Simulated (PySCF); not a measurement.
**Working out the ionisation energy of Cl⁺**

Cl⁺ [Ne] 3s2 3p4 (3P) → Cl²⁺ [Ne] 3s2 3p3 (4S). Computed with PySCF 2.14 in x2c-TZVPPall with one added diffuse shell each of s, p, d type (6s6p4d1f, 51 functions), with scalar relativity by spin-free X2C-1e. Frozen: [Ne]. Energies in hartree (1 hartree = 27.21139 eV):

```csv
part,Cl⁺ (lower),Cl²⁺ (upper)
UHF,-460.456209,-459.626944
CCSD correlation,-0.149032,-0.116784
(T),-0.004416,-0.003328
```

What does Hartree-Fock give?

(-459.626944) − (-460.456209) = 0.829265 hartree = 22.565 eV.

What do CCSD and CCSD(T) give?

The CCSD correlation energies differ by 0.032248 hartree = 0.878 eV and the triples by 0.001088 hartree = 0.030 eV, so CCSD gives 23.443 eV and CCSD(T) 23.473 eV.

Measured between the centres of the two terms (NIST): 23.771 eV, so CCSD(T) (valence) is off by -0.298 eV.

What remains against the reference includes basis incompleteness, the frozen core and higher excitations.
